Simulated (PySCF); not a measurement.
Isomers of C6H12N2SSi.

All values: PBE0/pcSseg-1 (PySCF) at GFN2-xTB geometries, gas phase, one conformer each.

**Question.** Rank by dipole moment, highest first.
A. `Cc1snnc1[Si](C)(C)C`
B. `[CH3:1][NH:2][Si@@:3]1([C:4]#[N:5])[CH2:6][CH2:7][C@@H:8]1[S:9][CH3:10]` with C1–N2–Si3–C4 -41°, C7–C8–S9–C10 73°, N2–Si3–C6–C7 121°, Si3–C6–C7–C8 -11°, C6–C7–C8–S9 132°, N2–Si3–C8–C7 -136°
C. `CC1=NN=C([Si](C)(C)C)S1`
D. `CC(C)(C)c1snnc1[SiH3]`

**Answer.** B (5.61 D), D (4.38 D), A (4.08 D), C (2.85 D).

**Question.** Rank by the highest Hirshfeld charge on any atom, lowest value first.
A. `CC(C)(C)c1snnc1[SiH3]`
B. `c1(C)sc([Si](C)(C)C)nn1`
C. `[CH3:1][NH:2][Si@@:3]1([C:4]#[N:5])[CH2:6][CH2:7][C@@H:8]1[S:9][CH3:10]` with C1–N2–Si3–C4 -41°, C7–C8–S9–C10 73°, N2–Si3–C6–C7 121°, Si3–C6–C7–C8 -11°, C6–C7–C8–S9 132°, N2–Si3–C8–C7 -136°

**Answer.** A (+0.316 e), B (+0.408 e), C (+0.446 e).

**Question.** Rank by the lowest IAO charge on any atom, lowest value first.
A. `[CH3:1][NH:2][Si@@:3]1([C:4]#[N:5])[CH2:6][CH2:7][C@@H:8]1[S:9][CH3:10]` with C1–N2–Si3–C4 -41°, C7–C8–S9–C10 73°, N2–Si3–C6–C7 121°, Si3–C6–C7–C8 -11°, C6–C7–C8–S9 132°, N2–Si3–C8–C7 -136°
B. `Cc1nnc([Si](C)(C)C)s1`
C. `CC(C)(C)C1=C([SiH3])N=NS1`

**Answer.** B (-0.722 e), A (-0.651 e), C (-0.421 e).

All values together:

```json
{"SMILES": "Cc1nnc([Si](C)(C)C)s1", "μ (D)": "2.85", "HOMO (eV)": "-7.33", "LUMO (eV)": "-1.09", "lowest IAO charge (e)": "-0.722 (C)", "highest IAO charge (e)": "+1.079 (Si)", "lowest Hirshfeld charge (e)": "-0.218 (C)", "highest Hirshfeld charge (e)": "+0.408 (Si)"}
{"SMILES": "CC(C)(C)c1snnc1[SiH3]", "μ (D)": "4.38", "HOMO (eV)": "-7.23", "LUMO (eV)": "-1.44", "lowest IAO charge (e)": "-0.421 (C)", "highest IAO charge (e)": "+0.610 (Si)", "lowest Hirshfeld charge (e)": "-0.132 (N)", "highest Hirshfeld charge (e)": "+0.316 (Si)"}
{"SMILES": "CN[Si@@]1(C#N)CC[C@@H]1SC", "μ (D)": "5.61", "HOMO (eV)": "-6.31", "LUMO (eV)": "-0.60", "lowest IAO charge (e)": "-0.651 (N)", "highest IAO charge (e)": "+1.135 (Si)", "lowest Hirshfeld charge (e)": "-0.232 (N)", "highest Hirshfeld charge (e)": "+0.446 (Si)"}
{"SMILES": "Cc1snnc1[Si](C)(C)C", "μ (D)": "4.08", "HOMO (eV)": "-7.12", "LUMO (eV)": "-1.31", "lowest IAO charge (e)": "-0.721 (C)", "highest IAO charge (e)": "+1.071 (Si)", "lowest Hirshfeld charge (e)": "-0.217 (C)", "highest Hirshfeld charge (e)": "+0.411 (Si)"}
```

Conformers: `[CH3:1][NH:2][Si@@:3]1([C:4]#[N:5])[CH2:6][CH2:7][C@@H:8]1[S:9][CH3:10]` with C1–N2–Si3–C4 -41°, C7–C8–S9–C10 73°, N2–Si3–C6–C7 121°, Si3–C6–C7–C8 -11°, C6–C7–C8–S9 132°, N2–Si3–C8–C7 -136°.
